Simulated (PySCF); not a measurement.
## C₆ coefficients of unlike pairs at BP86

Calculated with PySCF 2.14 from the dipole response of each species, C₆(A,B) = (3/π) ∫ α_A(iu) α_B(iu) du, in atomic units, from isotropic polarisabilities. For ions this is the dispersion term alone; charge-induced terms of lower order in 1/R come first.

```csv
species,configuration,basis,relativity,α (bohr³),C₆ (like pair)
Sb(2+),[Kr] 4d10 5s2 5p1 (2P),def2-TZVPPD with the def2 core potential (28 electrons) (7s5p4d2f),core potential,15.45,96.21
P,[Ne] 3s2 3p3 (4S),dyall-acv3z (19s12p6d4f),spin-free X2C,27.74,208.2
N+,[He] 2s2 2p2 (3P),dyall-acv3z (15s9p4d2f),none,3.902,8.450
Cr,[Ar] 3d5 4s1 (7S),aug-cc-pVQZ-DK (9s8p6d4f3g2h),spin-free X2C,68.45,565.1
```

Problem. Estimate C₆ for N+ with P.

Solution. The integral gives 39.44. The combination rule 2 C_A C_B / (C_A α_B/α_A + C_B α_A/α_B) gives 39.38 and the geometric mean 41.95.

No spin-orbit coupling is included.

The other pairs:

```
      pair     C₆
     Cr, P  324.9
Cr, Sb(2+)  206.0
 P, Sb(2+)  138.0
    Cr, N+  56.97
N+, Sb(2+)  28.24
```
